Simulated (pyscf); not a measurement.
**H₃C–Ge(=O)–OH, singlet**

Gas-phase minimum from PySCF at ωB97X-D3(BJ)/def2-SVP, one conformer. 

```xyz
8

C     -0.8217    -2.1247    -0.6745
Ge     0.4955    -0.7236    -0.6777
O      2.1226    -0.7431    -0.7610
O     -0.4131     0.7821    -0.5556
H     -0.3787    -3.0620    -1.0355
H     -1.6693    -1.8269    -1.3075
H     -1.1855    -2.2649     0.3546
H      0.1722     1.5514    -0.5389
```
Charge 0, spin multiplicity 1.

Bonded distances (Å): C1–Ge2 1.923, C1–H5 1.098, C1–H6 1.099, C1–H7 1.100, Ge2–O3 1.629, Ge2–O4 1.763, O4–H8 0.967. Angles (°): Ge2–C1–H5 110.2, Ge2–C1–H6 109.3, Ge2–C1–H7 108.7, H5–C1–H6 110.7, H5–C1–H7 109.4, H6–C1–H7 108.6, C1–Ge2–O3 132.5, C1–Ge2–O4 105.6, O3–Ge2–O4 121.9, Ge2–O4–H8 111.6.

Properties at ωB97X-D3(BJ)/def2-SVP:

| Quantity | Result |
|---|---|
| Harmonic wavenumbers, unscaled | 28, 197, 208, 251, 465, 630, 747, 780, 822, 919, 1026, 1276, 1435, 1438, 3090, 3199, 3222, 3879 cm⁻¹ |
| Zero-point energy | 33.8 kcal/mol |
| Rotational symmetry number | 1 |
| Entropy of this conformer at 298 K and 1 atm, rigid rotor and harmonic oscillator, modes under 100 cm⁻¹ raised to 100 | 322.7 J/(mol K) |
| Dipole moment | 3.32 D |

Single-point totals, which compare only within one level (frozen core for MP2 and CC):

```
level                   total energy (hartree)
----------------------  ----------------------
ωB97X-D3(BJ)/def2-TZVP             -2268.05814
PBE/def2-TZVP                      -2267.54160
r²SCAN/def2-TZVP                   -2267.95884
B3LYP-D3(BJ)/def2-TZVP             -2268.12035
PBE0-D3(BJ)/def2-TZVP              -2267.59385
M06-2X/def2-TZVP                   -2267.99153
ωB97M-D3(BJ)/def2-TZVP             -2268.12391
HF/def2-TZVPP                      -2265.37694
MP2/def2-TZVPP                     -2266.28949
CCSD/def2-TZVPP                    -2266.29136
CCSD(T)/def2-TZVPP                 -2266.33024
```

The lowest mode is so soft that the shape along it may change with the basis. Soft torsions are taken as harmonic, which can shift the entropy by several J/(mol K). The CCSD(T) − MP2 part came from Ansatz, without density fitting, on the same reference. The frozen core leaves the outer d or s,p core shells of the metals and heavy elements correlated in the MP2 and CC values, and def2-TZVPP describes them poorly, so these totals are far from the basis limit. Elements up to Kr have no core potential and no relativistic terms here.
